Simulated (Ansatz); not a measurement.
Geometry optimisation, Ansatz, RKS B3LYP-D4/STO-3G.

input.yaml

```yaml
crystal:
  periodic: [false, false, false]
  atoms:
    - { symbol: B, position_ang: [-0.9392, -1.6636, 0.6502] }
    - { symbol: B, position_ang: [-0.0502, -0.5235, -0.1863] }
    - { symbol: C, position_ang: [1.4153, -0.9105, -0.5924] }
    - { symbol: O, position_ang: [2.2755, -1.0841, 0.5828] }
    - { symbol: C, position_ang: [-0.6704, 0.8718, -0.6647] }
    - { symbol: C, position_ang: [-0.9529, 1.8012, 0.5489] }
    - { symbol: Cl, position_ang: [-1.597, 3.341, -0.0026] }
    - { symbol: H, position_ang: [-0.4993, -2.647, 0.9478] }
    - { symbol: H, position_ang: [-2.104, -1.3393, 0.9473] }
    - { symbol: H, position_ang: [1.4312, -1.8511, -1.1485] }
    - { symbol: H, position_ang: [1.8904, -0.1049, -1.1742] }
    - { symbol: H, position_ang: [3.1313, -1.3438, 0.3039] }
    - { symbol: H, position_ang: [-0.0153, 1.4184, -1.35] }
    - { symbol: H, position_ang: [-1.6413, 0.6965, -1.1836] }
    - { symbol: H, position_ang: [-1.6899, 1.2954, 1.2381] }
    - { symbol: H, position_ang: [-0.0069, 2.0209, 1.1277] }
basis:
  gaussian: { orbitals: STO-3G }
hamiltonian:
  xc: b3lyp
  dispersion: d4
relax:
  f_tol: 0.02
  max_steps: 50
```

Launched with:

```bash
$ ansatz run input.yaml --threads 1 --pin off --max-ram 2048MiB --backend cpu --events-out ev --progress --plain --runs-dir out
```

Question: Where does it end, and by what steps?

Answer: The run converged. Limits of this set-up: minimal basis. After 40 steps the energy has fallen by 2.811 eV; H9 moved furthest, 2.91 Å. Joined: B1–O4.

```tsv
step	energy less start (eV)	largest force component (eV/Å)	accepted
0	0.0000	5.455	yes
2	-0.7731	1.372	yes
4	-1.0820	0.573	yes
6	-1.3086	0.522	yes
8	-1.4510	0.283	yes
10	-1.4735	0.206	yes
12	-1.4919	0.227	yes
14	-1.4997	0.056	yes
16	-1.6098	0.536	yes
18	-2.2165	1.598	yes
20	-2.6173	0.684	yes
22	-2.6460	2.150	yes
24	-2.7258	0.174	yes
26	-2.7384	0.150	yes
28	-2.7482	0.244	yes
30	-2.7657	0.285	yes
32	-2.7892	0.183	yes
34	-2.8033	0.174	yes
36	-2.8089	0.067	yes
38	-2.8109	0.043	yes
40	-2.8114	0.019	yes
```

```xyz
16
Properties=species:S:1:pos:R:3
B 0.175 -1.264 1.145
B 0.248 -0.133 -0.072
C 1.499 -0.907 -0.711
O 1.543 -1.925 0.436
C -0.418 1.176 -0.642
C -1.590 1.687 0.237
Cl -2.362 3.225 -0.467
H -0.666 -2.085 1.083
H 0.480 -0.977 2.243
H 1.354 -1.435 -1.675
H 2.486 -0.400 -0.726
H 1.329 -2.838 0.033
H 0.340 1.975 -0.737
H -0.788 0.990 -1.668
H -2.401 0.940 0.308
H -1.251 1.949 1.255
```

Whether the end is a true minimum wasn't checked by a vibrational analysis.

The run took 5.5 min on 1 thread of Arm Neoverse N1, with other jobs on the host, peak memory 0.17 GiB.
